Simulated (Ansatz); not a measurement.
CH$_{4}$FGaGeO (`O=[CH][Ga]([F])[GeH3]`), charge 0, multiplicity 1.

Question: Give a relaxed structure at PBE0-D4/def2-TZVP (the Gaussian-basis code of Ansatz). (Best estimate.)

Answer: Computed: 
Z-matrix (Å, degrees):
```
Ge
Ga 1 2.440
H 1 1.536 2 110.3
H 1 1.535 2 110.7 3 121.2
H 1 1.537 2 109.1 3 -119.0
C 2 2.041 1 131.3 3 40.9
F 2 1.767 1 117.5 3 -140.1
O 6 1.202 2 120.2 1 1.4
H 6 1.116 2 120.0 1 -178.8
```
This is one stationary point; other conformers may exist.
